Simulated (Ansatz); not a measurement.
`CO[SiH](Br)O[SiH3]` and `CO[SiH](O)Br` differ in one atom or group.

Ansatz, PBE0-D4/def2-TZVP geometries, multiplicity 1. Each molecule was computed in one conformer, which needn't be the lowest.

Scalar relativity is left out up to krypton.

```json
{"property": "HOMO energy (PBE/def2-TZVPP) / eV", "`CO[SiH](Br)O[SiH3]`": "-7.12"}
{"property": "LUMO energy (PBE/def2-TZVPP) / eV", "`CO[SiH](Br)O[SiH3]`": "-0.79"}
{"property": "HOMO energy (B3LYP/def2-TZVPP) / eV", "`CO[SiH](Br)O[SiH3]`": "-8.25"}
{"property": "HOMO–LUMO gap (ωB97M-V/def2-TZVPP) / eV", "`CO[SiH](Br)O[SiH3]`": "12.59"}
{"property": "HOMO energy (ωB97M-V/def2-TZVPP) / eV", "`CO[SiH](Br)O[SiH3]`": "-10.78"}
{"property": "size of the dipole moment (PBE/def2-TZVPP) / D", "`CO[SiH](Br)O[SiH3]`": "1.25"}
```

Problem. Give the same properties after the change, and the shifts. (An estimate is asked.)

Solution. The calculation gave: 
| property | `CO[SiH](O)Br` | shift |
| --- | --- | --- |
| HOMO energy (PBE/def2-TZVPP) / eV | -7.10 | 0.02 |
| LUMO energy (PBE/def2-TZVPP) / eV | -0.28 | 0.51 |
| HOMO energy (B3LYP/def2-TZVPP) / eV | -8.22 | 0.03 |
| HOMO–LUMO gap (ωB97M-V/def2-TZVPP) / eV | 12.96 | 0.37 |
| HOMO energy (ωB97M-V/def2-TZVPP) / eV | -10.75 | 0.03 |
| size of the dipole moment (PBE/def2-TZVPP) / D | 1.52 | 0.27 |

Dipoles are sizes alone; their direction can turn.

B3LYP here is the variant with VWN-RPA as its local correlation; programs differ in this.

Spin–orbit coupling is left out; it splits and shifts lone-pair levels of the heavy atoms by tenths of an eV.
